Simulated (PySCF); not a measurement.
# What settings do to a single point of [TaO2Cl2]−

The sound run of [TaO2Cl2]− (singlet) uses PySCF 2.14.0, RKS BP86, Ta def2-SVP with ECP60, O def2-SVP, Cl def2-SVP; non-relativistic Hamiltonian with scalar-relativistic core potentials where named; density fitting; no spin-orbit coupling, grid (50, 194), threshold 1e-8 Eh and 55 cycles, at the relaxed geometry:

```xyz
5

Ta    0.0000    0.0000    0.1611
O     1.0043    1.0043    1.2226
O    -1.0043   -1.0043    1.2226
Cl    1.4215   -1.4215   -1.1640
Cl   -1.4215    1.4215   -1.1640
```

There Ta1 has a Mulliken charge of 0.55 e and the dipole about the centre of mass is 2.06 D. Each run below changes one thing and starts from free metal ions and neutral atoms unless it says otherwise; with 55 cycles, smearing, a level shift and second-order steps follow where DIIS fails, and their cycles count. Energy shifts count from the sound run.

```csv
change,outcome,cycles,energy shift (eV),largest force component (eV/Å),charge on Ta1 (e),dipole about the centre of mass (D)
threshold 0.0001,converged,10,0.0000,0.00,0.55,2.05
"O3 put 0.5 Å from Ta1, limit 69 cycles",not converged,69,–,–,–,–
start from a density of up to 30 smeared cycles (not counted),converged,7,0.0000,0.01,0.55,2.06
"charge changed by +4, spin kept, limit 72 cycles",not converged,72,–,–,–,–
```

(1) How does the run with this change end: all coordinates × 1.12?

Forces carry noise of the integration grid, about 0.01 to 0.03 eV/Å.

Answers

(1) outcome converged, cycles 15, energy shift (eV) 2.42, largest force component (eV/Å) 5.15, charge on Ta1 (e) 0.68, dipole about the centre of mass (D) 1.86.
